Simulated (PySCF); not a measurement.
## Electron correlation in O(2+) (oxygen, charge +2)

[He] 2s2 2p2, high-spin 3P determinant. Calculation: PySCF 2.14, in jorge-DZP-DKH (4s2p1d, 15 functions); scalar relativity by spin-free X2C-1e. Frozen: 1s2; 4 electrons correlated.

MP2 pair energies summed by pair of shells (mhartree):

| pair | energy | share (%) |
| --- | --- | --- |
| 2s-2p | -31.65 | 57.4 |
| 2s-2s | -19.29 | 35.0 |
| 2p-2p | -4.23 | 7.7 |

Total MP2 correlation energy: -55.17 mhartree.

Same-spin part -7.13 and opposite-spin part -48.04 mhartree; SCS-MP2 scales them by 1/3 and 6/5 to -60.03 mhartree.

```csv
level,correlation energy (mhartree)
CCSD,-77.19
(T),-0.54
CCSD(T),-77.73
```

Diagnostics: T1 = 0.0043, D1 = 0.0083, largest double amplitude 0.126.

Cost of the coupled-cluster step: 0.09 s of wall time on 1 thread of Neoverse-V1 (shared host), for 4 correlated electrons.
